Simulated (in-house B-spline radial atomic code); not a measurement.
## TDHF excitations of S VII (S6+)

Method: TDHF. Computed with an all-electron radial atomic-structure program (B-spline basis): linear response of the closed shell [He] 2s2 2p6 with bare exchange (time-dependent Hartree-Fock); non-relativistic, point nucleus, no spin-orbit coupling, no double excitations, S, P, D and F terms only. Only terms of natural parity with L up to 3 were computed.

Command:
```bash
python run_td.py task.json out
```
Settings (radii: box in bohr, nucleus in fm):
```
Z                        16
electrons                10
configuration            [He] 2s2 2p6
hamiltonian              nr
method                   hf
box_radius               14.35
intervals                50
```

Run time, properties included: 0.3 s on 1 thread of Arm Neoverse N1 (shared host).

The lowest states, in the order of their Tamm-Dancoff energies; the method's threshold (minus the highest occupied level) is 282.81 eV. Labels give the largest channel, * marks a mixed state, and oscillator strengths are full-response dipole values. Energies in eV:

```json
{"state": "2p → 3s 3P", "full response": "171.79", "Tamm-Dancoff": "171.84", "oscillator strength": "-"}
{"state": "2p → 3s 1P", "full response": "173.44", "Tamm-Dancoff": "173.46", "oscillator strength": "0.246"}
{"state": "2p → 3p 3S", "full response": "182.45", "Tamm-Dancoff": "182.57", "oscillator strength": "-"}
{"state": "2p → 3p 3D", "full response": "185.19", "Tamm-Dancoff": "185.25", "oscillator strength": "-"}
{"state": "2p → 3p 1D", "full response": "186.44", "Tamm-Dancoff": "186.46", "oscillator strength": "-"}
{"state": "2p → 3p 1S", "full response": "194.22", "Tamm-Dancoff": "194.79", "oscillator strength": "-"}
{"state": "2p → 3d 3P", "full response": "202.86", "Tamm-Dancoff": "202.87", "oscillator strength": "-"}
{"state": "2p → 3d 3F", "full response": "203.69", "Tamm-Dancoff": "203.73", "oscillator strength": "-"}
{"state": "2p → 3d 1F", "full response": "?", "Tamm-Dancoff": "?", "oscillator strength": "-"}
{"state": "2p → 3d 1P", "full response": "207.61", "Tamm-Dancoff": "207.76", "oscillator strength": "1.64"}
{"state": "2p → 4s 3P", "full response": "227.28", "Tamm-Dancoff": "227.29", "oscillator strength": "-"}
{"state": "2p → 4s 1P", "full response": "227.81", "Tamm-Dancoff": "227.81", "oscillator strength": "0.0476"}
{"state": "2p → 4p 3S", "full response": "230.61", "Tamm-Dancoff": "230.65", "oscillator strength": "-"}
{"state": "2p → 4p 3D", "full response": "232.30", "Tamm-Dancoff": "232.31", "oscillator strength": "-"}
{"state": "2p → 4p 1D", "full response": "?", "Tamm-Dancoff": "?", "oscillator strength": "-"}
{"state": "2p → 4p 1S", "full response": "235.01", "Tamm-Dancoff": "235.10", "oscillator strength": "-"}
```

**Question.** Where does 2p → 4p 1D lie?

**Answer.** At 232.70 eV in full response, 232.71 eV in Tamm-Dancoff.

**Question.** Where does 2p → 3d 1F lie?

**Answer.** At 204.66 eV in full response, 204.67 eV in Tamm-Dancoff.

**Question.** How large is the singlet-triplet splitting of 2p → 3s (P terms) in Tamm-Dancoff?

**Answer.** 1.62 eV, from the unrounded values.

**Question.** What polarisabilities and dispersion coefficient does the method give?

**Answer.** Dipole 0.07235 bohr³, quadrupole 0.02989 bohr⁵, C6 0.03654 hartree·bohr⁶ for two such species.
